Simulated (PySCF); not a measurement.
Magnetic shielding above rings: a mixed set.

Probes without a nucleus sit at each ring's centroid and 1 Å off its mean plane on both sides; NICS is minus the shielding there, NICSzz its component along the normal. Level: GIAO PBE0/pcSseg-1 (PySCF, non-relativistic, gas phase) on the GFN2-xTB geometries, one conformer each. Atom numbers follow the mapped SMILES.

Question: Order these rings by mean NICS(1)zz, lowest (most negative) first (ppm).
A. ring C4–C5–C6–N7–C9–C10 in `[CH3:1][CH:2]([CH3:3])[c:4]1[cH:5][cH:6][n+:7]([O-:8])[cH:9][cH:10]1`
B. ring C6–C7–C8–C9–C10 in `[NH2:1][C:2](=[O:3])[C:4]#[C:5][CH:6]1[CH2:7][CH2:8][CH2:9][CH2:10]1`
C. ring P4–C5–C7 in `[CH:1]#[C:2][CH2:3][P@@H+:4]1[C:5]([F:6])=[C:7]1[SiH3:8]` (charge +1)
D. ring C4–C5–C6–N7–S8 in `[CH3:1][CH2:2][CH2:3][c:4]1[cH:5][cH:6][n:7][s:8]1`
E. ring C3–C4–Si6 in `[CH:1]#[C:2][C@@H:3]1[C@@H:4]([F:5])[Si@@H:6]1[C:7]#[CH:8]`
F. ring C1–C2–O3–C4–C10 in `[cH:1]1[cH:2][o:3][c:4]([N:5]2[CH2:6][CH2:7][CH2:8][CH2:9]2)[cH:10]1`
G. ring C2–C3–C4–C5–O6–Si7 in `[CH2:1]=[C:2]1[CH2:3][CH:4]=[CH:5][O:6][SiH2:7]1`

Answer: D (-28.7), F (-22.3), A (-20.5), C (-17.0), E (-13.5), B (-3.8), G (2.5).

```csv
SMILES,ring,NICS(0),NICS(1),NICS(1)zz,HOMA,rms pucker (Å),ring atoms with four or more neighbours
CCCc1ccns1,5-membered ring with N and S; formal bonds all aromatic,-12.3,-11.6,-28.7,–,0.00,0
c1coc(N2CCCC2)c1,5-membered ring with O; formal bonds all aromatic,-11.6,-9.0,-22.3,0.36,0.00,0
CC(C)c1cc[n+]([O-])cc1,6-membered ring with N; formal bonds all aromatic,-6.7,-8.6,-20.5,0.97,0.00,0
C#CC[P@@H+]1C(F)=C1[SiH3],"3-membered ring with P; formal bonds 1 double, 2 single",-36.4,-9.7,-17.0,–,0.00,1
C#C[C@@H]1[C@@H](F)[Si@@H]1C#C,3-membered ring with Si; formal bonds all single,-21.4,-7.3,-13.5,–,0.00,3
NC(=O)C#CC1CCCC1,5-membered carbocycle; formal bonds all single,-5.8,-4.1,-3.8,–,0.19,5
C=C1CC=CO[SiH2]1,"6-membered ring with O and Si; formal bonds 1 double, 5 single",0.9,-0.6,2.5,–,0.14,2
```

NICS(0) gives another order. The isotropic NICS(1) gives another order. HOMA uses Krygowski's 1993 parameters; it is left out where a ring has a four-coordinate atom, a triple bond, no multiple bond or a kind of bond without parameters. NICS(1) and NICS(1)zz are means over the two faces.
